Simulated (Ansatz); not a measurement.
Species: sum formula YOBr (charge 0, singlet). 
Geometry from a B3LYP-D3(BJ)/def2-TZVP (Ansatz, an electronic-structure program) optimisation:
```
Y
O 1 1.8091
Br 1 2.6836 2 119.43
```

Property: vertical ionisation energy (to the doublet state of charge +1; each state is the SCF solution reached for its spin), in eV. Cores are frozen in the correlated levels unless marked. UHF or UKS for open shells. No spin-orbit coupling. The frozen core is the preceding noble-gas configuration, with the filled d and f shells of earlier blocks. In def2 rows, elements after Kr have scalar-relativistic effective core potentials. CBS marks a two-point X^-3 extrapolation of the correlation energy; Hartree-Fock from the larger set. The bracket is a focal-point correction in the basis named.

| level | program | vertical ionisation energy (eV) |
|---|---|---|
| PBE0/def2-TZVPD | Ansatz | ___ |
| CAM-B3LYP/def2-TZVPD | Ansatz | 9.30 |
| RI-MP2/CBS(def2-TZVPPD,def2-QZVPPD)+[CCSD(T)-MP2]/def2-TZVPPD | Ansatz | ___ |

Task: Some entries are withheld; supply them.

Result: 
- PBE0/def2-TZVPD, vertical ionisation energy (eV): 9.09
- RI-MP2/CBS(def2-TZVPPD,def2-QZVPPD)+[CCSD(T)-MP2]/def2-TZVPPD, vertical ionisation energy (eV): 9.38
